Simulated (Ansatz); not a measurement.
## A ladder of methods for SnH3F (SMILES [F][SnH3])

SnH3F has 5 atoms, charge 0, and is taken as a singlet. As SMILES, `[F][SnH3]`. The coordinates come from a PBE0-D4/def2-TZVP relaxation.

Each level gives the vertical ionisation energy (to the doublet cation) (eV). The values are calculated.

```json
{"level": "SVWN5/STO-3G", "kind": "LDA", "program": "Ansatz", "value (eV)": "7.70", "less FCI/STO-3G": "+0.74", "CPU time (all runs)": "6.4 s"}
{"level": "BLYP/STO-3G", "kind": "GGA", "program": "Ansatz", "value (eV)": "7.59", "less FCI/STO-3G": "+0.63", "CPU time (all runs)": "13 s"}
{"level": "CAM-B3LYP/STO-3G", "kind": "range-separated hybrid", "program": "Ansatz", "value (eV)": "8.13", "less FCI/STO-3G": "+1.17", "CPU time (all runs)": "28 s"}
{"level": "HSE06/STO-3G", "kind": "range-separated hybrid", "program": "Ansatz", "value (eV)": "7.99", "less FCI/STO-3G": "+1.03", "CPU time (all runs)": "39 s"}
{"level": "MP2/STO-3G", "kind": "perturbation theory", "program": "Ansatz", "value (eV)": "6.90", "less FCI/STO-3G": "-0.06", "CPU time (all runs)": "14 s"}
{"level": "CCSD(T)/STO-3G", "kind": "coupled cluster or CI", "program": "Ansatz", "value (eV)": "6.96", "less FCI/STO-3G": "0.00", "CPU time (all runs)": "15 s"}
{"level": "CCSD/STO-3G", "kind": "coupled cluster or CI", "program": "Ansatz", "value (eV)": "6.94", "less FCI/STO-3G": "-0.02", "CPU time (all runs)": "15 s"}
{"level": "FCI/STO-3G", "kind": "exact in the basis", "program": "Ansatz", "value (eV)": "6.96", "less FCI/STO-3G": "0.00", "CPU time (all runs)": "1.9 min"}
```

FCI/STO-3G is exact within its basis and frozen core, so for wave-function methods in that basis the difference is their error; functionals converge differently with the basis, so for them it is only a difference. All-electron rows without a relativistic Hamiltonian named are non-relativistic. Spin-orbit coupling, which can split open shells on such heavy atoms by tenths of an eV, is left out. The values span 6.90 to 8.13 eV. All rows use very small basis sets, so none should be taken for the real molecule's value. In the correlated wave-function rows the outer d shell of Sn is correlated, in sets not made for it. CPU times are rough (shared hosts, several kinds of processor and program).
